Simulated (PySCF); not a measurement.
C4H7BO, SMILES C#CCB(C)O.

Geometry: B3LYP-D3(BJ)/def2-SVP. The structure was generated by enumeration, and PubChem lists no compound with its InChIKey, so it may never have been made. One conformer was computed; it need not be the lowest.

Two levels are set side by side: PBE/def2-TZVP (PySCF) and HF/def2-TZVP (PySCF). Same geometry, gas phase. Differences are taken from unrounded values.

| quantity | HF |
|---|---|
| orbital gap (eV) | 13.45 |
| highest occupied level (eV) | -10.48 |
| lowest empty level (eV) | 2.96 |
| dipole moment (D) | 1.11 |
| mean polarisability (bohr³) | 58.6 |

**Question.** What does PBE give, and how far is it from HF? (The exact figures need the calculation; the answer reports its results.)

**Answer.** 
```json
[
 {"quantity": "orbital gap (eV)", "PBE": "5.90", "PBE minus HF": "-7.55"},
 {"quantity": "highest occupied level (eV)", "PBE": "-6.52", "PBE minus HF": "3.97"},
 {"quantity": "lowest empty level (eV)", "PBE": "-0.62", "PBE minus HF": "-3.59"},
 {"quantity": "dipole moment (D)", "PBE": "0.89", "PBE minus HF": "-0.22"},
 {"quantity": "mean polarisability (bohr³)", "PBE": "65.0", "PBE minus HF": "6.4"}
]
```

PBE's occupied levels lie high since its potential decays too fast outside the molecule; exact exchange lowers them and widens the gap. Loosely held outer electrons make PBE densities more polarisable. Differences between two approximate levels are no errors against the true value.

Rough cost on one machine, each run with all the roots and properties that it gave: HF against PBE about 1/3.
